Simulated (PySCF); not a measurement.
## [Hf(Cl)2(H)2] (charge 0, multiplicity 1)

Calculation: PySCF 2.14.0 with TPSSh-D3(BJ)/def2-TZVP // r2SCAN-D4/def2-SVP.

```yaml
HOMO: -8.21 eV
dipole_moment: 0.08 D
LUMO: -2.77 eV
HOMO–LUMO gap: 5.45 eV
charge on the central atom (Mulliken): 1.00 e
total_energy: -969.8108 Ha
cost: around 60 core-seconds (rough)
```

Bonded distances (Å): Hf1–Cl2 2.335, Hf1–Cl3 2.335, Hf1–H4 1.835, Hf1–H5 1.835. Angles (°): Cl2–Hf1–Cl3 117.6, Cl2–Hf1–H4 107.9, Cl2–Hf1–H5 107.9, Cl3–Hf1–H4 107.9, Cl3–Hf1–H5 107.9, H4–Hf1–H5 107.0.
